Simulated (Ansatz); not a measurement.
An input meant for GaH2(NH2) (GaNH4) (charge 0, singlet).

```yaml
crystal:
  periodic: [false, false, false]
  atoms:
    - {symbol: Ga, position_ang: [0.431903, 0.748882, 0.007868]}
    - {symbol: H, position_ang: [1.900646, 0.693908, 0.512908]}
    - {symbol: H, position_ang: [-0.346740, 2.000277, -0.485150]}
    - {symbol: N, position_ang: [-0.473702, -0.821198, -0.008198]}
    - {symbol: H, position_ang: [-1.427926, -0.920201, -0.314608]}
    - {symbol: H, position_ang: [-0.084181, -1.701667, 0.287180]}
basis:
  gaussian: {orbitals: def2-TZVP, final_grid: {core_spheres: 1, valence_spheres: 1, degree: 5}}
hamiltonian: {xc: {name: PBE}}
scf: {omitted_lower_state_checks: [starts]}
output: {forces: true}
```

```sh
$ ansatz run in.yaml --threads 4 --pin off --events-out ev --progress --plain --max-ram 3916MiB
```

Output, abridged:

```
Functional definition: PBE
699 factors; their error is unknown
mean field evaluation 1: about -53912.4354 eV, gradient 8.2e1 eV
mean field evaluation 2: about -53851.3905 eV, gradient 1.5e2 eV
mean field evaluation 4: about -53923.8340 eV, gradient 1.3e1 eV
mean field evaluation 8: about -53898.8541 eV, gradient 1.6e2 eV
mean field evaluation 16: about -53929.5290 eV, gradient 1.9e0 eV
mean field evaluation 32: about -53929.5740 eV, gradient 1.1e-2 eV
mean field -53929.56811550 eV, -1981.8750734705 hartree, gradient 8.3e-5 eV, S^2 0.000000; 0 other end points of the search recorded, 0 dependent functions left out
reference -53929.56821184 eV, -1981.8750770110 hartree; 21, 21 occupied and 82, 82 virtual orbitals, 699 factors
Total energy: -53929.56821184 eV, -1981.8750770110 hartree
Atom 0 at     0.431903     0.748882     0.007868 Å, force    -1.186564    -2.062664    -0.024042 eV/Å
Atom 1 at     1.900646     0.693908     0.512908 Å, force     1.002795     0.461313     0.251452 eV/Å
Atom 2 at    -0.346740     2.000277    -0.485150 Å, force    -0.101498     1.102691    -0.234934 eV/Å
Atom 3 at    -0.473702    -0.821198    -0.008198 Å, force    -6.381857   -11.059829    -0.114752 eV/Å
Atom 4 at    -1.427926    -0.920201    -0.314608 Å, force    10.061664     1.865691     3.071135 eV/Å
Atom 5 at    -0.084181    -1.701667     0.287180 Å, force    -3.394540     9.692799    -2.948860 eV/Å
Dipole moment:    -0.138361    -0.239772    -0.002372 e Å
Checks for a lower state left out: starts
```

In this input the integration grid is far too coarse. The calculation finished and met its thresholds. The result belongs to that input, not to the species as meant.
